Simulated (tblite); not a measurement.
C4H9ClO3Si.
Atom-mapped SMILES: `[CH3:1][C@@H:2]([O:3][CH:4]=[O:5])[Si@H:6]([OH:7])[CH2:8][Cl:9]` (hydrogens: H10, H11, H12 on C1; H13 on C2; H14 on C4; H15 on Si6; H16 on O7; H17, H18 on C8)

Computed with GFN2-xTB (tblite), gas phase: L-BFGS steps from a force-field or distance-geometry start until the largest atomic force falls under 0.01 eV/Å.

Step 0: E = -860.9796 eV
```
atom  x, y, z in Å  |  force x, y, z in eV/Å
C1      1.0824    1.7902    0.0800    0.024   1.882   0.085
C2      0.7041    0.4917   -0.5935    1.265   0.182  -0.003
O3      1.2799   -0.5524    0.2047    1.876  -2.372  -0.698
C4      2.1789   -1.4140   -0.3959   -0.151   1.818  -3.462
O5      2.5030   -1.2973   -1.6023   -1.026  -0.332   3.450
Si6    -1.1215    0.1942   -0.6638   -2.269   2.025   0.476
O7     -1.9832    1.3384    0.3038    0.302  -1.328  -1.814
C8     -1.6040   -1.4993   -0.0645    0.347  -1.301   0.760
Cl9    -3.3838   -1.5438    0.0038    0.048  -0.206  -0.094
H10     1.2224    2.6147   -0.6694   -0.190  -0.787   0.555
H11     2.0168    1.7434    0.6617   -0.329  -0.292  -0.357
H12     0.2891    2.1327    0.7734    0.467  -0.270  -0.352
H13     1.0942    0.4616   -1.6311    0.248  -0.167   0.586
H14     2.6465   -2.2381    0.1699   -0.682   0.643   0.511
H15    -1.5504    0.3868   -2.0593   -0.054  -0.037   0.076
H16    -2.8953    1.4228   -0.0385    0.787   0.056   0.636
H17    -1.2406   -2.3097   -0.7300   -0.403   0.384   0.444
H18    -1.2474   -1.7155    0.9744   -0.260   0.102  -0.797
```

Step 1: E = -861.3740 eV
```
atom  x, y, z in Å  |  force x, y, z in eV/Å
C1      1.0827    1.8171    0.0812    0.200   0.299   0.100
C2      0.7222    0.4943   -0.5935    0.145   0.117   0.575
O3      1.3068   -0.5863    0.1947    0.670  -0.734  -0.462
C4      2.1768   -1.3881   -0.4454   -0.917  -0.436   3.834
O5      2.4884   -1.3020   -1.5530    1.000   0.461  -4.146
Si6    -1.1539    0.2231   -0.6570   -0.655   0.582   0.189
O7     -1.9789    1.3194    0.2779    0.337  -0.594  -0.924
C8     -1.5990   -1.5179   -0.0536    0.061  -0.045   0.116
Cl9    -3.3831   -1.5468    0.0025    0.027  -0.255  -0.056
H10     1.2197    2.6035   -0.6615   -0.083  -0.115   0.035
H11     2.0121    1.7392    0.6566   -0.164  -0.122  -0.213
H12     0.2958    2.1289    0.7684    0.142  -0.054  -0.067
H13     1.0978    0.4592   -1.6227    0.340  -0.118   0.304
H14     2.6367   -2.2289    0.1772   -0.864   0.954   0.306
H15    -1.5511    0.3863   -2.0583   -0.107  -0.023  -0.029
H16    -2.8841    1.4236   -0.0294    0.132   0.129   0.413
H17    -1.2463   -2.3042   -0.7236   -0.220   0.031   0.185
H18    -1.2511   -1.7140    0.9630   -0.044  -0.077  -0.160
```

Task: Estimate the geometry and energy of step 2. (The exact step hangs on the optimiser's Hessian estimate; all steps are aligned on step 1, rigid shifts and turns removed.)

Result: E = -861.5109 eV, largest force 1.942 eV/Å
```
atom  x, y, z in Å  |  force x, y, z in eV/Å
C1      1.0851    1.8298    0.0828    0.166  -0.450   0.161
C2      0.7301    0.4965   -0.5870   -0.199   0.018   0.477
O3      1.3236   -0.6064    0.1861   -0.377   0.434   0.283
C4      2.1656   -1.3840   -0.4190    0.972  -0.526  -1.597
O5      2.4946   -1.2985   -1.5830   -0.200  -0.020   0.530
Si6    -1.1726    0.2397   -0.6525    0.360  -0.514  -0.374
O7     -1.9736    1.3061    0.2584    0.035   0.171  -0.143
C8     -1.5966   -1.5249   -0.0485   -0.112   0.477  -0.196
Cl9    -3.3826   -1.5507    0.0014    0.006  -0.263  -0.030
H10     1.2178    2.5983   -0.6583   -0.018   0.203  -0.244
H11     2.0086    1.7364    0.6524    0.025  -0.031  -0.083
H12     0.2997    2.1269    0.7659   -0.014   0.068   0.093
H13     1.1029    0.4571   -1.6163    0.318  -0.104   0.294
H14     2.6235   -2.2149    0.1832   -0.644   0.671   0.328
H15    -1.5526    0.3858   -2.0582   -0.107  -0.020  -0.055
H16    -2.8787    1.4253   -0.0216   -0.167   0.174   0.327
H17    -1.2508   -2.3019   -0.7193   -0.113  -0.130   0.036
H18    -1.2529   -1.7144    0.9573    0.068  -0.158   0.193
```

The energy changes by -0.1369 eV. The first-order estimate −F·Δx gives -0.3753 eV and the mean of the old and new forces, exact on a quadratic surface, -0.1426 eV. The step makes an angle of 33° with the force vector and moves no atom by more than 0.031 Å.

The cost below is that of the whole relaxation. Time: 2.4 s wall. Hardware: one thread, Intel Xeon 6975P-C (x86_64), shared host with 192 logical CPUs at a one-minute load of 84.
